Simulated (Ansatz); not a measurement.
Geometry optimisation, DFT PBE-D3(BJ), scalar-relativistic, plane waves, PAW in Ansatz 0.2.0.

Input file:

```yaml
crystal:
  lattice:
    - [0.0, 5.43, 5.43]
    - [5.43, 0.0, 5.43]
    - [5.43, 5.43, 0.0]
  atoms:
    - { symbol: Si, position: [0.0, 0.0, 0.0] }
    - { symbol: Si, position: [0.125, 0.125, 0.125] }
    - { symbol: Si, position: [0.0, 0.0, 0.5] }
    - { symbol: Si, position: [0.125, 0.125, 0.625] }
    - { symbol: Si, position: [0.0, 0.5, 0.0] }
    - { symbol: Si, position: [0.125, 0.625, 0.125] }
    - { symbol: Si, position: [0.0, 0.5, 0.5] }
    - { symbol: Si, position: [0.125, 0.625, 0.625] }
    - { symbol: Si, position: [0.5, 0.0, 0.0] }
    - { symbol: Si, position: [0.625, 0.125, 0.125] }
    - { symbol: Si, position: [0.5, 0.0, 0.5] }
    - { symbol: Si, position: [0.625, 0.125, 0.625] }
    - { symbol: Si, position: [0.5, 0.5, 0.0] }
    - { symbol: Si, position: [0.625, 0.625, 0.125] }
    - { symbol: Si, position: [0.5, 0.5, 0.5] }
    - { symbol: Si, position: [0.625, 0.625, 0.625] }
    - { symbol: Ga, position: [0.374084, 0.3815321, 0.874509], spin: 1.0 }
magnetization:
  spin_polarized: true
basis:
  ecutwfc: 420.0
kpoints:
  mp_grid: { grid: [2, 2, 2] }
hamiltonian:
  xc: pbe
  dispersion: d3bj
  pseudopotentials: { kind: paw, azcp: { folder: soft_1 } }
scf:
  occupations: { method: gaussian, width: 0.05 }
  lower_state_search: "off"
relax:
  f_tol: 0.03
  max_steps: 60
  adjacent_minimum: "off"
output:
  write_density: true
  write_potential: true
  elf: true
  volumetric_format: npy
```

Run as:

```bash
$ ansatz run input.yaml --threads 2 --pin off --max-ram 5120MiB --backend cpu --events-out ev --progress --plain --runs-dir out
```

Where does it end, and by what steps?

It converged. Limits of this set-up: coarse k mesh. After 3 steps the energy has fallen by 0.365 eV; Si13 moved furthest, 0.09 Å.

```
step  energy less start (eV)  largest force component (eV/Å)  accepted
   0                  0.0000                           1.150       yes
   1                 -0.3219                           0.418       yes
   2                 -0.3647                           0.039       yes
   3                 -0.3653                           0.013       yes
```

```xyz
17
Lattice="0.0000 5.4300 5.4300 5.4300 0.0000 5.4300 5.4300 5.4300 0.0000" Properties=species:S:1:pos:R:3
Si -0.013 -0.016 0.016
Si 1.358 1.358 1.326
Si 2.734 2.731 0.018
Si 4.080 4.069 1.365
Si 2.764 -0.049 2.666
Si 4.104 1.355 4.076
Si 5.422 2.724 2.707
Si 6.791 4.041 4.076
Si -0.050 2.765 2.665
Si 1.358 4.103 4.073
Si 2.732 5.414 2.702
Si 4.041 6.788 4.073
Si 2.766 2.765 5.481
Si 4.073 4.074 6.788
Si 5.381 5.381 5.479
Si 6.791 6.785 6.819
Ga 6.788 6.790 4.073
```

Run time: 57 s on 2 threads of Arm Neoverse V1, with other jobs on the host, peak memory 0.74 GiB.
